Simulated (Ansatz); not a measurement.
# Calibrating MP2/def2-SVP on B-containing radicals

The atomisation energy (no zero-point term) in kJ/mol of 7 B-containing radicals: x at MP2/def2-SVP, y at CCSD(T)/CBS estimate. Shapes, held fixed at every level: PBE0-D4/def2-TZVP. Flexible molecules stand in one conformer, not always the lowest. Programs: Ansatz 0.2.0.

```
              molecule  x (kJ/mol)  y (kJ/mol)
          B(CH3)(SiH3)        2744        2882
 C2H6B (SMILES [BH]CC)        3126        3219
               B(CH3)2        3185        3282
          B(CH2)(CH3)F        3497           ?
       B(CH2)(CH3)(SH)        3564        3693
C2H7BN (SMILES B[N]CC)        3890        4047
 C3H8B (SMILES C[B]CC)        4372        4504
```

Task: Fit y = c + s·x to the known rows and predict y for B(CH2)(CH3)F.

Result: 
1. Means of the 6 rows: x = 3480.17, y = 3604.5.
2. Σ(Δx)² = 1724857, Σ(Δx·Δy) = 1754578, so the slope is 1754578/1724857 = 1.0172.
3. Intercept: 3604.5 − (1.0172) × 3480.17 = 64.5. The largest residual of the fit is 26.
4. B(CH2)(CH3)F: 64.5 + 1.0172 × 3497 = 3622 kJ/mol.

CCSD(T)/CBS estimate gives 3572 kJ/mol, so the prediction is off by +50 kJ/mol, more than the largest residual. Uncorrected, MP2/def2-SVP misses B(CH2)(CH3)F by -75 kJ/mol, and the other rows by 124 on average. The line overshoots: the miss goes from -75 to +50. Left out in turn, the other rows are missed by 29 kJ/mol on average, so much of the error is systematic among these molecules. Spin contamination: C2H7BN (⟨S²⟩ up to 0.78). Open shells run unrestricted. The CBS estimate extrapolates MP2 from def2-TZVPP and def2-QZVPP and adds CCSD(T) − MP2 in the triple-zeta set, cores frozen.
